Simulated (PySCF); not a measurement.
Computed shifts of a molecule CH12N2Si3, PySCF with PBE/pcSseg-1, GIAO, gas phase, equivalent atoms averaged, in ppm (number of nuclei): ²⁹Si: -14.9 (1), -58.2 (1), -62.3 (1). ¹³C: 1.3 (1). ¹⁵N: 25.2 (2). ¹H: 5.67 (1), 5.12 (6), 0.69 (3), 0.62 (1), 0.26 (1). References: ²⁹Si against TMS (σ = 335.4 ppm); ¹³C against TMS (σ = 182.0 ppm); ¹⁵N against NH3 (σ = 267.0 ppm); ¹H against TMS (σ = 31.49 ppm), references at their B3LYP-D3(BJ)/def2-TZVP geometries, non-relativistic. Coordinates come from a r2SCAN-D4/def2-SVP optimisation. The values are those of a single conformer.

Question: Which molecule gave these data?
A. N[SiH2]C(N)([SiH3])[SiH3]
B. C[SiH2][Si@H](N)N[SiH3]
C. C[SiH](N[SiH3])N[SiH3]
D. C[SiH2]N[Si@@H](N)[SiH3]

Answer: C, C[SiH](N[SiH3])N[SiH3]
